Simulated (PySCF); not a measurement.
**Shapes and spin states of RhH₃**

Method: PBE0 in PySCF with Rh def2-TZVP with ECP28, H def2-TZVP; scalar-relativistic core potentials, no spin–orbit coupling; density-fitted integrals.

Relaxations began from a few typed shapes and spin states; open shells are unrestricted. The search is not exhaustive: other isomers or separated fragments can lie lower, and high-lying points may rest on an excited occupation.

Which is the lowest minimum found?
A. triplet C2v: Rh–H 1.523 Å, Rh–H 1.622 Å (×2); H–Rh–H 106.2° (×2), H–Rh–H 147.6°
B. triplet C2v: Rh–H 1.514 Å, Rh–H 1.607 Å (×2); H–Rh–H 65.3° (×2), H–Rh–H 130.5°
C. quintet Cs: H–H 0.780 Å, Rh–H 1.692 Å, Rh–H 2.074 Å; H–H–Rh 87.9°, H–Rh–H 108.2°
D. singlet (closed shell, unstable to spin polarisation) C2v: H–H 0.830 Å, Rh–H 1.564 Å, Rh–H 1.793 Å (×2); H–H–Rh 76.6° (×2), H–Rh–H 26.8°, H–Rh–H 166.6° (×2)
E. singlet D3h: Rh–H 1.534 Å (×3); H–Rh–H 120.0° (×3)
F. singlet C3v: Rh–H 1.505 Å (×3); H–Rh–H 83.1° (×3)
G. quintet C2v: Rh–H 1.648 Å, Rh–H 1.683 Å (×2); H–Rh–H 114.7°, H–Rh–H 122.7° (×2)
H. quintet C3v: Rh–H 1.710 Å (×3); H–Rh–H 116.5° (×3)

F. The others lie at 129.7 (triplet C2v), 142.5 (singlet C2v), 178.1 (triplet C2v, a saddle point), 214.8 (singlet D3h, a saddle point), 350.0 (quintet C2v), 352.2 (quintet Cs), 389.1 (quintet C3v) kJ/mol above it.

Formally Rh is in oxidation state +3, d6, with 0 unpaired electrons (the high-spin count would be 4). The polar-tensor charge on Rh, 0.42, is far below the formal one.
